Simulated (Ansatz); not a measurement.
Cost and result for the atomization energy of C₃H₈Al (`C[CH2][Al][CH3]`) radical (12 atoms, 11 bonds).

Z-matrix (Å, degrees):
```
C
C 1 1.528
H 1 1.094 2 111.8
H 1 1.095 2 112.1 3 120.2
H 1 1.093 2 111.8 3 -119.5
Al 2 1.983 1 114.8 3 60.3
H 2 1.097 1 110.8 3 -62.4
H 2 1.098 1 110.7 3 -177.8
C 6 1.971 2 118.1 1 2.7
H 9 1.097 6 109.6 2 59.1
H 9 1.091 6 114.1 2 -179.5
H 9 1.097 6 109.7 2 -58.0
```

The species carries charge 0 and has multiplicity 2. All single points use the PBE0-D4/def2-TZVP geometry. It is one conformer, not always the lowest. Program: Ansatz. All runs use 4 threads of an AMD EPYC 9R45 on a shared host. Times are those of one run each, without the atoms' runs, and a repeat can differ threefold. Electronic energies, without spin–orbit coupling; frozen cores. CCSD(T)/CBS adds CCSD(T) − MP2 in def2-TZVPP to the MP2 limit, and its time is that of the two runs behind it. T1 = 0.012; ⟨S²⟩ of the reference is 0.75. HSE06 is the plane-wave form, built on full-range PBE exchange.

CCSD(T)/CBS is a level of theory with its own doubt, some kJ/mol a heavy atom from the limit and from the frozen cores, so smaller differences don't rank the functionals.

```tsv
level	functions	wall time
BLYP-D4/def2-TZVPP	247	1.2 s
PBE-D4/def2-TZVPP (with forces)	247	1.4 s
BHLYP-D4/def2-TZVPP	247	1.8 s
HSE06-D4/def2-TZVPP	247	1.9 s
CAM-B3LYP-D4/def2-TZVPP	247	1.9 s
r2SCANh-D4/def2-TZVPP	247	2.5 s
PBE-QIDH/def2-TZVPP	247	2.5 s
CCSD(T)/def2-SVP	100	3.3 s
B97M-V/def2-TZVPP	247	3.6 s
ωB97X-V/def2-TZVPP	247	4 s
MP2/def2-QZVPP	481	13 s
CCSD(T)/def2-TZVPP	247	5 min
CCSD(T)/CBS(def2)	–	5.2 min
```

Problem. What atomization energy does each give, and how far from CCSD(T)/CBS? (An estimate is asked.)

Solution. The calculation gave: 
```tsv
level	atomization (kcal/mol)	difference from CCSD(T)/CBS	per bond
BLYP-D4/def2-TZVPP	1020.5	-4.5	-0.4
PBE-D4/def2-TZVPP (with forces)	1040.8	15.8	1.4
BHLYP-D4/def2-TZVPP	1008.0	-17.0	-1.5
HSE06-D4/def2-TZVPP	1032.2	7.2	0.7
CAM-B3LYP-D4/def2-TZVPP	1030.8	5.8	0.5
r2SCANh-D4/def2-TZVPP	1028.8	3.8	0.3
PBE-QIDH/def2-TZVPP	1024.4	-0.6	-0.1
CCSD(T)/def2-SVP	983.1	-41.9	-3.8
B97M-V/def2-TZVPP	1029.7	4.7	0.4
ωB97X-V/def2-TZVPP	1026.6	1.6	0.1
MP2/def2-QZVPP	1023.5	-1.5	-0.1
CCSD(T)/def2-TZVPP	1003.6	-21.4	-1.9
CCSD(T)/CBS(def2)	1025.0	0.0	0.0
```

From BLYP to BHLYP (50 % exact exchange), in def2-TZVPP and without D4, the atomization energy moves by −7.6 kcal/mol: exact exchange takes away binding that semilocal exchange gives to molecules. At CCSD(T), def2-SVP lies −41.9 kcal/mol from the extrapolated value and def2-TZVPP −21.4 kcal/mol: correlation converges slowly with the basis, and small sets miss more of it in the bonded molecule than in its fragments. Leaving LDA and LC-ωPBE aside and taking each functional with its dispersion term where it has one, the values spread over 32.8 kcal/mol, from BHLYP-D4 to PBE-D4. LDA lies +117.3 kcal/mol from PBE without D4, its usual overbinding.
